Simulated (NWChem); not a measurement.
TiH$_{2}$OClF$_{3}$; SMILES [OH2]->[Ti]([F])([F])([F])[Cl]

Question: Give the equilibrium geometry at PBE-D3(BJ)/def2-SVP (NWChem) as an XYZ file, with the point group.

Answer: point group C1; any orientation.
```
8

Ti     0.0856     0.0632     0.0176
F      1.4565     0.2204     1.0853
F     -1.4825     0.5103     0.7009
F      0.3818     0.4528    -1.6816
Cl    -0.1407    -2.1327    -0.1080
O      0.1698     2.3992     0.0253
H     -0.7313     2.6717     0.2901
H      0.2359     2.6350    -0.9216
```
